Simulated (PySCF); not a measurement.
Vertical excitations of a molecule C2H9NSi from PySCF with TDDFT-PBE/def2-SVPD, as energy in eV (oscillator strength): 4.74 (0.008), 5.37 (0.032), 5.63 (0.001), 5.92 (0.005), 6.20 (0.000), 6.22 (0.032), 6.95 (0.092), 7.12 (0.037), 7.30 (0.003), 7.83 (0.001). Lowest triplet (TDA): 4.59 eV. The structure is a stationary point at B3LYP-D3(BJ)/def2-SVP. The values are those of a single conformer.

### Question
Identify the compound among the candidates.
A. C[SiH2]CN
B. CN(C)[SiH3]
C. CNC[SiH3]
D. CCN[SiH3]

### Answer
B, CN(C)[SiH3]
